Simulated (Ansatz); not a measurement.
`[CH3][Sc]([CH3])[NH2]`. Total charge 0; spin multiplicity 1.

| atom | x (Å) | y (Å) | z (Å) |
| --- | --- | --- | --- |
| C1 | 1.4926 | -0.6223 | -1.3105 |
| Sc2 | 0.0792 | 0.1698 | 0.1738 |
| C3 | -2.0032 | -0.5301 | 0.1410 |
| N4 | 0.6661 | 1.5012 | 1.5125 |
| H5 | 0.9870 | -0.9089 | -2.2426 |
| H6 | 1.9950 | -1.5286 | -0.9427 |
| H7 | 2.2892 | 0.0838 | -1.5788 |
| H8 | -2.2955 | -1.0111 | 1.0849 |
| H9 | -2.7176 | 0.2903 | -0.0147 |
| H10 | -2.1814 | -1.2624 | -0.6575 |
| H11 | 1.5967 | 1.8921 | 1.6035 |
| H12 | 0.0918 | 1.9262 | 2.2311 |

(1) List the harmonic frequencies (cm⁻¹, unscaled) at PBE0-D4/def2-TZVP in Ansatz. (An estimate is asked.)

(2) Is this a minimum?

(3) Give the ideal-gas thermochemistry at 298.15 K and 1 bar (rigid rotor, harmonic oscillator; point group C1, symmetry number 1).

(4) And at 400, 500, 600, 800 and 1000 K?

(5) Rotational constants (cm⁻¹)?

## Answers

(1) The calculation gave: 17, 23, 53, 118, 121, 302, 352, 389, 394, 425, 446, 492, 535, 554, 668, 1150, 1155, 1420, 1422, 1423, 1425, 1542, 2992, 2994, 3066, 3067, 3077, 3080, 3530, 3618.

(2) Yes, all 30 modes are real.

(3) Zero-point energy 238.4 kJ/mol; H(298) − E = 266.1 kJ/mol; entropy 413.1 J/(mol·K), of which translation 165.1, rotation 110.8, vibration 137.2; G(298) − E = 143.0 kJ/mol. Modes under 100 cm⁻¹ are hindered rotations or soft bends, so the harmonic entropy is rough.

(4) 
```json
{"T (K)": "400", "H − E (kJ/mol)": "280.8", "S (J/mol/K)": "455.2", "G − E (kJ/mol)": "98.7"}
{"T (K)": "500", "H − E (kJ/mol)": "296.7", "S (J/mol/K)": "490.6", "G − E (kJ/mol)": "51.4"}
{"T (K)": "600", "H − E (kJ/mol)": "313.9", "S (J/mol/K)": "522.0", "G − E (kJ/mol)": "0.7"}
{"T (K)": "800", "H − E (kJ/mol)": "351.4", "S (J/mol/K)": "575.8", "G − E (kJ/mol)": "-109.2"}
{"T (K)": "1000", "H − E (kJ/mol)": "392.3", "S (J/mol/K)": "621.4", "G − E (kJ/mol)": "-229.1"}
```

(5) 0.1478, 0.1382, 0.07333.
